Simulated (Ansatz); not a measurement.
Cl4F2Mo (`[F][Mo]([F])([Cl])([Cl])([Cl])[Cl]`). The species carries charge 0 and has multiplicity 1. Mo: def2 effective core potential. The structure was optimised at the PBE0-D4/def2-TZVP level.

```xyz
7

F     0.652    0.954   -1.470
Mo   -0.008    0.002   -0.037
F    -1.193   -0.785   -1.207
Cl    1.472   -1.643   -0.538
Cl    1.482    1.020    1.319
Cl   -1.524    1.659    0.277
Cl   -0.881   -1.208    1.656
```

Question: What is the dipole moment at PBE/def2-TZVPP? (Best estimate.)

Answer: Ansatz gave: 1.13 D, with components (0.22, -0.07, 1.10) D in this frame, pointing from negative to positive charge.

Question: And with r2SCAN, B3LYP, ωB97M-V? (An estimate is asked.)

Answer: Computed: r2SCAN 1.19 D, B3LYP 1.38 D, ωB97M-V 1.29 D.

Question: Give the Mulliken charges with PBE, B3LYP, r2SCAN in def2-TZVPP. (An estimate is asked.)

Answer: Ansatz gave: 
```
atom    PBE  B3LYP  r2SCAN
  F1  -0.23  -0.29   -0.28
 Mo2   0.86   1.08    1.09
  F3  -0.23  -0.29   -0.28
 Cl4  -0.11  -0.13   -0.14
 Cl5  -0.09  -0.12   -0.13
 Cl6  -0.11  -0.13   -0.14
 Cl7  -0.09  -0.12   -0.13
```

B3LYP here is the variant with VWN-RPA as its local correlation; programs differ in this.
